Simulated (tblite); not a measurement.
Compound: C7H5F2O (doublet state).
Numbering: `[F:1][CH:2]([F:3])[O:4][c:5]1[cH:6][cH:7][c:8][cH:9][cH:10]1` (hydrogens: H11 on C2; H12 on C6; H13 on C7; H14 on C9; H15 on C10)
Bond orders are those of one Lewis drawing.

Computed with GFN2-xTB (tblite), gas phase: L-BFGS steps from a force-field or distance-geometry start until the largest atomic force falls under 0.01 eV/Å.

Step 6: E = -842.5281 eV
```
atom  x, y, z in Å  |  force x, y, z in eV/Å
F1      3.4058   -0.4999    1.2683   -0.107  -0.068   0.018
C2      2.3732    0.0271    0.5963    0.001   0.029   0.041
F3      2.7982    0.1458   -0.6890    0.008  -0.028  -0.052
O4      1.3148   -0.7990    0.7176    0.113   0.008  -0.053
C5      0.0654   -0.3505    0.2933    0.006  -0.011   0.030
C6     -1.0195   -1.0894    0.7502   -0.067  -0.028   0.030
C7     -2.3084   -0.7225    0.3858   -0.043   0.014  -0.017
C8     -2.4406    0.3661   -0.4252   -0.053   0.032  -0.034
C9     -1.4101    1.1088   -0.9122   -0.022  -0.006   0.005
C10    -0.1162    0.7398   -0.5426   -0.018   0.054  -0.025
H11     2.2036    1.0525    0.9784   -0.043   0.046  -0.019
H12    -0.8577   -1.9453    1.3814    0.091  -0.053   0.069
H13    -3.1600   -1.2824    0.7400    0.028  -0.008  -0.006
H14    -1.5626    1.9525   -1.5671    0.000  -0.007   0.015
H15     0.7098    1.3044   -0.9395    0.106   0.026   0.000
```

Step 7: E = -842.5302 eV
```
atom  x, y, z in Å  |  force x, y, z in eV/Å
F1      3.3964   -0.5064    1.2704   -0.063  -0.028   0.009
C2      2.3705    0.0275    0.5939    0.013   0.059   0.079
F3      2.8004    0.1489   -0.6894    0.010  -0.058  -0.055
O4      1.3129   -0.7979    0.7156    0.102   0.004  -0.069
C5      0.0639   -0.3492    0.2941    0.009  -0.005   0.010
C6     -1.0190   -1.0902    0.7530   -0.089  -0.014   0.011
C7     -2.3082   -0.7236    0.3870   -0.028   0.037  -0.037
C8     -2.4396    0.3654   -0.4258   -0.034  -0.011   0.004
C9     -1.4095    1.1092   -0.9123   -0.003   0.021  -0.011
C10    -0.1146    0.7415   -0.5428   -0.041   0.034  -0.010
H11     2.2018    1.0558    0.9730   -0.033  -0.001  -0.003
H12    -0.8518   -1.9467    1.3841    0.067  -0.017   0.044
H13    -3.1605   -1.2839    0.7398    0.035   0.000  -0.009
H14    -1.5625    1.9540   -1.5673    0.001  -0.034   0.032
H15     0.7156    1.3037   -0.9374    0.055   0.013   0.004
```

Q: Estimate the geometry and energy of step 8. (The exact step hangs on the optimiser's Hessian estimate; all steps are aligned on step 7, rigid shifts and turns removed.)

A: E = -842.5313 eV, largest force 0.078 eV/Å
```
atom  x, y, z in Å  |  force x, y, z in eV/Å
F1      3.3899   -0.5108    1.2720   -0.016   0.004   0.013
C2      2.3693    0.0288    0.5933    0.014   0.042   0.047
F3      2.8017    0.1496   -0.6904    0.013  -0.060  -0.025
O4      1.3133   -0.7973    0.7131    0.037   0.005  -0.069
C5      0.0630   -0.3485    0.2947   -0.007  -0.021   0.008
C6     -1.0198   -1.0910    0.7549   -0.029   0.012  -0.006
C7     -2.3086   -0.7234    0.3869   -0.021  -0.004  -0.007
C8     -2.4401    0.3649   -0.4262    0.014   0.023  -0.015
C9     -1.4093    1.1098   -0.9126   -0.007  -0.009   0.015
C10    -0.1138    0.7427   -0.5427   -0.041   0.026  -0.005
H11     2.2000    1.0580    0.9699   -0.020  -0.015   0.008
H12    -0.8471   -1.9478    1.3865    0.035   0.022   0.014
H13    -3.1604   -1.2850    0.7395    0.032   0.007  -0.013
H14    -1.5624    1.9544   -1.5669   -0.004  -0.022   0.021
H15     0.7200    1.3035   -0.9361   -0.002  -0.007   0.016
```

The energy changes by -0.0011 eV. The first-order estimate −F·Δx gives -0.0017 eV and the mean of the old and new forces, exact on a quadratic surface, -0.0011 eV. The step makes an angle of 58° with the force vector and moves no atom by more than 0.008 Å.

What follows is the cost of the whole relaxation. Time: 0.21 s wall. Hardware: an Arm Neoverse V2 with one thread, no GPU (shared host).
